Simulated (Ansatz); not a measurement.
Isolated molecules relaxed with PBE0-D4/def2-TZVP in Ansatz; ΔE leaves out vibrations. CBS: MP2 limit from def2 TZ/QZ plus the TZ coupled-cluster correction, frozen cores. DFT in def2-TZVPP. B3LYP here is the variant with VWN-RPA as its local correlation; programs differ in this. Each species was taken in one conformer, which may not be the lowest.

Consider the ligand exchange at the Si–C bond: `[SiH3]C=C=C[SiH3]` + `O[Si]1(O)CO1` → `O[Si]1(O[SiH3])CO1` + `C=C=C[SiH3]`.

CCSD(T)/CBS gives -87.9 kJ/mol.

Task: Another level gave -89.6 kJ/mol. Which?
A. B3LYP-D4/def2-TZVPP
B. PBE0/def2-TZVPP
C. HF/def2-TZVPP
D. PBE/def2-TZVPP

Result: A. B3LYP-D4 -89.6, PBE -72.7, PBE0 -77.9, HF/def2-TZVPP -107.7 kJ/mol.

Largest T1 diagnostic among the species: 0.013.

From PBE to PBE0 (25 % exact exchange), in def2-TZVPP and without D4, ΔE moves by −5.3 kJ/mol. In def2-TZVPP, CCSD(T) changes the Hartree–Fock value by +20.2 kJ/mol (the triples alone add +3.8 kJ/mol) and MP2 by +23.1 kJ/mol.
